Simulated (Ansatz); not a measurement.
A short molecular-dynamics run on C2H3FIN, SMILES `C/N=C(\F)I`.

```yaml
crystal:
  periodic: [false, false, false]
  atoms:
    - {symbol: C, position_ang: [-0.450559, -0.487309, 0.936900]}
    - {symbol: N, position_ang: [0.388034, 0.492722, 0.285232]}
    - {symbol: C, position_ang: [0.513654, 0.524065, -0.940902]}
    - {symbol: F, position_ang: [-0.080121, -0.305981, -1.809994]}
    - {symbol: I, position_ang: [1.705006, 1.909054, -1.942766]}
    - {symbol: H, position_ang: [-1.200121, 0.042442, 1.528418]}
    - {symbol: H, position_ang: [0.166614, -1.056009, 1.635558]}
    - {symbol: H, position_ang: [-0.950304, -1.176084, 0.251755]}
basis:
  gaussian: {orbitals: def2-SVP}
hamiltonian: {xc: {name: r2SCAN}, dispersion: rvv10}
md: {timestep: 0.5 fs, n_steps: 50, ensemble: nvt_langevin, temperature: 1000, initial_velocities: maxwell_boltzmann, friction: 0.01, seed: 410}
```

```sh
$ ansatz run in.yaml --threads 4 --pin off --events-out ev --progress --plain --max-ram 10444MiB
```

| step | time (fs) | potential energy (eV) | kinetic (eV) | T (K) | conserved (eV) |
| --- | --- | --- | --- | --- | --- |
| 0 | 0.0 | -14422.5091 | 0.9048 | 875 | – |
| 1 | 0.5 | -14422.4668 | 0.8741 | 845 | – |
| 2 | 1.0 | -14422.3931 | 0.8256 | 798 | – |
| 3 | 1.5 | -14422.3047 | 0.6918 | 669 | – |
| 4 | 2.0 | -14422.2230 | 0.5902 | 571 | – |
| 5 | 2.5 | -14422.1758 | 0.4878 | 472 | – |
| 6 | 3.0 | -14422.1749 | 0.5053 | 489 | – |
| 7 | 3.5 | -14422.2026 | 0.5213 | 504 | – |
| 8 | 4.0 | -14422.2312 | 0.6060 | 586 | – |
| 9 | 4.5 | -14422.2357 | 0.6397 | 619 | – |
| 10 | 5.0 | -14422.2065 | 0.5811 | 562 | – |
| 11 | 5.5 | -14422.1486 | 0.4915 | 475 | – |
| 12 | 6.0 | -14422.0751 | 0.4207 | 407 | – |
| 13 | 6.5 | -14422.0037 | 0.3750 | 363 | – |
| 14 | 7.0 | -14421.9486 | 0.3614 | 349 | – |
| 15 | 7.5 | -14421.9197 | 0.3567 | 345 | – |
| 16 | 8.0 | -14421.9215 | 0.3542 | 343 | – |
| 17 | 8.5 | -14421.9481 | 0.3578 | 346 | – |
| 18 | 9.0 | -14421.9909 | 0.4168 | 403 | – |
| 19 | 9.5 | -14422.0446 | 0.4765 | 461 | – |
| 20 | 10.0 | -14422.0973 | 0.5639 | 545 | – |
| 21 | 10.5 | -14422.1311 | 0.6537 | 632 | – |
| 22 | 11.0 | -14422.1251 | 0.6413 | 620 | – |
| 23 | 11.5 | -14422.0773 | 0.5785 | 559 | – |
| 24 | 12.0 | -14422.0041 | 0.4512 | 436 | – |
| 25 | 12.5 | -14421.9352 | 0.4052 | 392 | – |
| 26 | 13.0 | -14421.8975 | 0.3443 | 333 | – |
| 27 | 13.5 | -14421.9059 | 0.3869 | 374 | – |
| 28 | 14.0 | -14421.9549 | 0.4131 | 400 | – |
| 29 | 14.5 | -14422.0203 | 0.4791 | 463 | – |
| 30 | 15.0 | -14422.0703 | 0.5182 | 501 | – |
| 31 | 15.5 | -14422.0867 | 0.5469 | 529 | – |
| 32 | 16.0 | -14422.0699 | 0.5705 | 552 | – |
| 33 | 16.5 | -14422.0288 | 0.5516 | 533 | – |
| 34 | 17.0 | -14421.9795 | 0.5145 | 498 | – |
| 35 | 17.5 | -14421.9388 | 0.4684 | 453 | – |
| 36 | 18.0 | -14421.9193 | 0.4671 | 452 | – |
| 37 | 18.5 | -14421.9284 | 0.4668 | 451 | – |
| 38 | 19.0 | -14421.9671 | 0.5168 | 500 | – |
| 39 | 19.5 | -14422.0282 | 0.6025 | 583 | – |
| 40 | 20.0 | -14422.0959 | 0.6523 | 631 | – |
| 41 | 20.5 | -14422.1584 | 0.7165 | 693 | – |
| 42 | 21.0 | -14422.2026 | 0.7505 | 726 | – |
| 43 | 21.5 | -14422.2192 | 0.7759 | 750 | – |
| 44 | 22.0 | -14422.2043 | 0.7706 | 745 | – |
| 45 | 22.5 | -14422.1659 | 0.7887 | 763 | – |
| 46 | 23.0 | -14422.1197 | 0.8176 | 791 | – |
| 47 | 23.5 | -14422.0748 | 0.7925 | 766 | – |
| 48 | 24.0 | -14422.0331 | 0.7819 | 756 | – |
| 49 | 24.5 | -14422.0057 | 0.7904 | 764 | – |
| 50 | 25.0 | -14422.0070 | 0.8454 | 818 | – |

Velocities are drawn at the set temperature; a run this short doesn't reach equilibrium.

Frames (Å, forces in eV/Å):

```xyz
8
time=0.0 fs
C    -0.451   -0.487    0.937    0.180    0.214   -0.108
N     0.388    0.493    0.285   -0.055    0.001    0.683
C     0.514    0.524   -0.941   -0.066   -0.121   -0.388
F    -0.080   -0.306   -1.810   -0.099   -0.140   -0.164
I     1.705    1.909   -1.943    0.276    0.320   -0.245
H    -1.200    0.042    1.528   -0.227    0.122    0.208
H     0.167   -1.056    1.636    0.147   -0.178    0.237
H    -0.950   -1.176    0.252   -0.157   -0.218   -0.223
8
time=1.0 fs
C    -0.455   -0.486    0.926    1.152    0.375   -0.646
N     0.393    0.491    0.272   -0.367   -0.143    1.352
C     0.510    0.522   -0.948    0.277    0.204   -0.600
F    -0.072   -0.297   -1.807   -0.420   -0.548   -0.609
I     1.704    1.908   -1.940    0.352    0.408   -0.312
H    -1.166    0.013    1.522   -1.185    0.972    1.061
H     0.151   -1.064    1.587    0.758   -0.589    0.871
H    -0.971   -1.178    0.300   -0.568   -0.678   -1.117
8
time=2.0 fs
C    -0.460   -0.484    0.915    2.035    0.322   -1.002
N     0.398    0.490    0.261   -0.627   -0.288    1.886
C     0.508    0.520   -0.955    0.588    0.539   -0.646
F    -0.065   -0.289   -1.804   -0.744   -0.974   -1.080
I     1.703    1.908   -1.937    0.433    0.499   -0.381
H    -1.137   -0.003    1.520   -1.876    1.605    1.794
H     0.142   -1.079    1.549    1.080   -0.746    1.167
H    -0.994   -1.184    0.340   -0.888   -0.957   -1.739
8
time=3.0 fs
C    -0.461   -0.481    0.906    1.760    0.067   -0.929
N     0.402    0.489    0.251   -0.797   -0.355    2.156
C     0.507    0.520   -0.963    0.863    0.856   -0.418
F    -0.058   -0.280   -1.802   -1.072   -1.403   -1.561
I     1.703    1.907   -1.934    0.518    0.599   -0.449
H    -1.127   -0.003    1.533   -1.657    1.545    1.726
H     0.143   -1.094    1.523    1.099   -0.689    1.169
H    -1.024   -1.197    0.361   -0.715   -0.621   -1.695
8
time=4.0 fs
C    -0.459   -0.477    0.896    0.625   -0.281    0.008
N     0.406    0.488    0.243   -0.859   -0.355    2.257
C     0.508    0.522   -0.972    1.011    1.032   -0.102
F    -0.052   -0.274   -1.801   -1.321   -1.730   -1.954
I     1.702    1.906   -1.931    0.624    0.725   -0.533
H    -1.131    0.017    1.563   -0.631    0.795    0.768
H     0.153   -1.111    1.513    0.742   -0.308    0.790
H    -1.057   -1.216    0.365   -0.190    0.122   -1.233
8
time=5.0 fs
C    -0.456   -0.473    0.883   -0.410   -0.816    1.287
N     0.409    0.485    0.236   -0.856   -0.313    2.267
C     0.509    0.527   -0.979    1.097    1.100    0.140
F    -0.047   -0.268   -1.802   -1.502   -1.951   -2.235
I     1.701    1.905   -1.927    0.729    0.857   -0.615
H    -1.135    0.048    1.599    0.370   -0.049   -0.317
H     0.169   -1.133    1.512    0.164    0.274    0.191
H    -1.093   -1.236    0.358    0.409    0.897   -0.718
8
time=6.0 fs
C    -0.454   -0.469    0.873   -0.900   -1.311    2.264
N     0.413    0.482    0.231   -0.882   -0.263    2.264
C     0.509    0.533   -0.985    1.133    1.075    0.333
F    -0.043   -0.264   -1.803   -1.627   -2.080   -2.421
I     1.701    1.903   -1.924    0.830    0.985   -0.695
H    -1.137    0.079    1.632    0.979   -0.652   -1.078
H     0.188   -1.155    1.513   -0.383    0.800   -0.329
H    -1.122   -1.251    0.349    0.850    1.446   -0.339
8
time=7.0 fs
C    -0.454   -0.466    0.864   -0.973   -1.483    2.782
N     0.417    0.480    0.225   -0.894   -0.174    2.251
C     0.510    0.541   -0.992    1.069    0.922    0.537
F    -0.039   -0.259   -1.805   -1.694   -2.130   -2.548
I     1.701    1.902   -1.921    0.948    1.131   -0.788
H    -1.132    0.104    1.654    1.234   -1.012   -1.508
H     0.207   -1.163    1.513   -0.763    1.058   -0.642
H    -1.140   -1.253    0.334    1.074    1.689   -0.084
8
time=8.0 fs
C    -0.455   -0.465    0.858   -0.734   -1.327    2.833
N     0.421    0.478    0.220   -0.885   -0.035    2.111
C     0.513    0.551   -0.999    0.925    0.676    0.849
F    -0.036   -0.254   -1.809   -1.718   -2.117   -2.616
I     1.702    1.902   -1.917    1.081    1.288   -0.894
H    -1.117    0.119    1.662    1.214   -1.152   -1.631
H     0.224   -1.155    1.503   -0.949    1.023   -0.704
H    -1.143   -1.240    0.314    1.067    1.645    0.052
8
time=9.0 fs
C    -0.458   -0.464    0.854   -0.189   -0.998    2.578
N     0.426    0.475    0.217   -0.842    0.189    1.767
C     0.516    0.561   -1.005    0.698    0.311    1.288
F    -0.035   -0.252   -1.812   -1.683   -2.015   -2.609
I     1.703    1.903   -1.914    1.213    1.441   -1.003
H    -1.097    0.123    1.652    0.987   -1.073   -1.438
H     0.240   -1.139    1.485   -1.032    0.812   -0.600
H    -1.136   -1.213    0.297    0.848    1.335    0.017
8
time=10.0 fs
C    -0.463   -0.465    0.850    0.799   -0.488    2.075
N     0.430    0.473    0.214   -0.791    0.419    1.429
C     0.518    0.571   -1.011    0.423   -0.132    1.638
F    -0.035   -0.251   -1.815   -1.596   -1.834   -2.522
I     1.703    1.903   -1.911    1.347    1.593   -1.119
H    -1.068    0.118    1.623    0.462   -0.714   -0.839
H     0.252   -1.115    1.464   -1.004    0.460   -0.393
H    -1.122   -1.172    0.283    0.359    0.696   -0.271
8
time=11.0 fs
C    -0.467   -0.465    0.848    2.264   -0.004    1.162
N     0.434    0.473    0.211   -0.721    0.654    1.208
C     0.523    0.581   -1.016    0.094   -0.623    1.817
F    -0.036   -0.251   -1.820   -1.447   -1.580   -2.349
I     1.704    1.904   -1.908    1.484    1.742   -1.241
H    -1.035    0.102    1.581   -0.426    0.085    0.316
H     0.260   -1.090    1.435   -0.838   -0.015   -0.065
H    -1.102   -1.117    0.269   -0.412   -0.259   -0.848
8
time=12.0 fs
C    -0.469   -0.466    0.846    3.687    0.201    0.049
N     0.436    0.473    0.208   -0.624    0.861    1.039
C     0.526    0.589   -1.019   -0.223   -1.077    1.842
F    -0.037   -0.251   -1.827   -1.268   -1.294   -2.108
I     1.705    1.905   -1.905    1.603    1.870   -1.347
H    -1.005    0.087    1.543   -1.446    1.093    1.704
H     0.266   -1.069    1.404   -0.577   -0.525    0.291
H    -1.089   -1.062    0.251   -1.153   -1.131   -1.469
8
time=13.0 fs
C    -0.467   -0.465    0.843    3.861    0.292   -1.065
N     0.440    0.476    0.206   -0.554    0.997    0.928
C     0.529    0.597   -1.021   -0.506   -1.496    1.746
F    -0.041   -0.251   -1.834   -1.074   -0.985   -1.827
I     1.705    1.906   -1.903    1.704    1.981   -1.443
H    -0.989    0.082    1.521   -1.994    1.665    2.497
H     0.268   -1.051    1.375   -0.160   -1.102    0.703
H    -1.092   -1.022    0.226   -1.276   -1.353   -1.539
8
time=14.0 fs
C    -0.462   -0.463    0.840    2.580    0.457   -1.623
N     0.442    0.481    0.205   -0.491    1.052    0.859
C     0.531    0.607   -1.021   -0.797   -1.917    1.496
F    -0.045   -0.252   -1.841   -0.831   -0.616   -1.460
I     1.706    1.907   -1.901    1.790    2.076   -1.528
H    -0.984    0.097    1.526   -1.677    1.271    2.121
H     0.271   -1.046    1.349    0.110   -1.459    0.956
H    -1.107   -0.999    0.186   -0.683   -0.864   -0.822
8
time=15.0 fs
C    -0.456   -0.460    0.836    0.938    0.640   -1.195
N     0.443    0.485    0.206   -0.464    1.057    0.859
C     0.532    0.615   -1.018   -1.026   -2.239    1.160
F    -0.050   -0.251   -1.849   -0.598   -0.272   -1.092
I     1.706    1.908   -1.900    1.841    2.130   -1.580
H    -0.995    0.119    1.559   -0.715    0.184    0.842
H     0.285   -1.058    1.334   -0.138   -1.320    0.803
H    -1.128   -0.991    0.139    0.161   -0.181    0.202
8
time=16.0 fs
C    -0.449   -0.456    0.831   -0.319    0.665   -0.415
N     0.441    0.490    0.208   -0.392    1.002    0.847
C     0.533    0.620   -1.015   -1.199   -2.438    0.808
F    -0.056   -0.250   -1.857   -0.382    0.017   -0.744
I     1.708    1.909   -1.898    1.857    2.145   -1.601
H    -1.008    0.146    1.601    0.166   -0.821   -0.411
H     0.297   -1.081    1.327   -0.549   -0.919    0.484
H    -1.149   -0.989    0.097    0.819    0.349    1.031
8
time=17.0 fs
C    -0.440   -0.451    0.826   -1.082    0.418    0.355
N     0.437    0.494    0.212   -0.203    1.015    0.580
C     0.535    0.624   -1.013   -1.396   -2.618    0.688
F    -0.063   -0.249   -1.867   -0.172    0.273   -0.405
I     1.709    1.909   -1.895    1.865    2.149   -1.607
H    -1.018    0.163    1.643    0.725   -1.414   -1.253
H     0.303   -1.110    1.327   -0.922   -0.445    0.137
H    -1.164   -0.982    0.068    1.185    0.621    1.505
8
time=18.0 fs
C    -0.433   -0.447    0.821   -1.414   -0.001    1.022
N     0.432    0.498    0.217    0.052    1.053    0.249
C     0.536    0.624   -1.009   -1.495   -2.638    0.588
F    -0.069   -0.248   -1.877   -0.002    0.450   -0.108
I     1.711    1.911   -1.892    1.822    2.097   -1.571
H    -1.020    0.165    1.672    0.966   -1.639   -1.650
H     0.304   -1.143    1.326   -1.200    0.018   -0.175
H    -1.168   -0.966    0.053    1.272    0.659    1.644
8
time=19.0 fs
C    -0.426   -0.444    0.814   -1.537   -0.279    1.616
N     0.426    0.504    0.222    0.310    1.046    0.012
C     0.534    0.621   -1.006   -1.439   -2.457    0.366
F    -0.075   -0.246   -1.886    0.103    0.533    0.147
I     1.712    1.913   -1.889    1.724    1.988   -1.496
H    -1.015    0.154    1.679    1.005   -1.624   -1.705
H     0.293   -1.173    1.322   -1.241    0.325   -0.357
H    -1.161   -0.941    0.057    1.075    0.469    1.416
8
time=20.0 fs
C    -0.421   -0.441    0.808   -1.299   -0.335    2.284
N     0.420    0.509    0.227    0.602    1.095   -0.278
C     0.531    0.615   -1.003   -1.316   -2.172    0.196
F    -0.081   -0.242   -1.895    0.167    0.553    0.353
I     1.714    1.915   -1.886    1.596    1.841   -1.396
H    -1.001    0.128    1.675    0.856   -1.386   -1.485
H     0.273   -1.194    1.312   -1.067    0.400   -0.399
H    -1.144   -0.906    0.079    0.463    0.003    0.727
8
time=21.0 fs
C    -0.418   -0.441    0.804   -0.704   -0.053    2.813
N     0.414    0.515    0.231    0.794    1.084   -0.519
C     0.527    0.608   -0.999   -1.137   -1.814   -0.036
F    -0.088   -0.239   -1.904    0.217    0.552    0.568
I     1.716    1.918   -1.883    1.447    1.669   -1.284
H    -0.981    0.091    1.660    0.526   -0.947   -0.964
H     0.246   -1.202    1.294   -0.634    0.142   -0.234
H    -1.122   -0.874    0.111   -0.509   -0.634   -0.345
8
time=22.0 fs
C    -0.416   -0.439    0.802    0.111    0.200    2.919
N     0.410    0.522    0.236    0.885    0.993   -0.661
C     0.522    0.598   -0.995   -0.911   -1.396   -0.364
F    -0.095   -0.235   -1.914    0.263    0.542    0.800
I     1.719    1.920   -1.880    1.283    1.475   -1.163
H    -0.962    0.047    1.637   -0.008   -0.279   -0.056
H     0.215   -1.205    1.275   -0.085   -0.280    0.008
H    -1.107   -0.849    0.142   -1.538   -1.257   -1.483
8
time=23.0 fs
C    -0.413   -0.436    0.802    0.856   -0.125    2.122
N     0.405    0.531    0.241    0.900    0.822   -0.709
C     0.517    0.587   -0.990   -0.677   -0.940   -0.762
F    -0.103   -0.230   -1.924    0.318    0.524    1.028
I     1.721    1.923   -1.877    1.118    1.275   -1.046
H    -0.944    0.002    1.607   -0.808    0.590    1.319
H     0.190   -1.213    1.256    0.379   -0.602    0.199
H    -1.103   -0.838    0.163   -2.085   -1.543   -2.151
8
time=24.0 fs
C    -0.409   -0.433    0.803    0.859   -1.083    0.088
N     0.401    0.541    0.244    0.825    0.539   -0.694
C     0.513    0.575   -0.987   -0.476   -0.493   -1.113
F    -0.113   -0.225   -1.935    0.387    0.505    1.251
I     1.725    1.925   -1.874    0.973    1.090   -0.951
H    -0.932   -0.039    1.582   -1.777    1.483    2.870
H     0.167   -1.223    1.242    0.765   -0.852    0.315
H    -1.114   -0.841    0.160   -1.557   -1.189   -1.767
8
time=25.0 fs
C    -0.405   -0.431    0.804    0.291   -1.987   -1.387
N     0.400    0.553    0.246    0.648    0.134   -0.547
C     0.510    0.562   -0.986   -0.252   -0.020   -1.493
F    -0.122   -0.219   -1.945    0.441    0.466    1.450
I     1.729    1.927   -1.871    0.835    0.911   -0.868
H    -0.936   -0.066    1.570   -2.198    1.841    3.560
H     0.154   -1.243    1.231    0.838   -0.738    0.255
H    -1.137   -0.849    0.144   -0.602   -0.606   -0.969
```

Hardware: 4 threads of an AMD EPYC 7B13 on a shared host. Wall time 89 s, peak host memory 0.19 GiB.
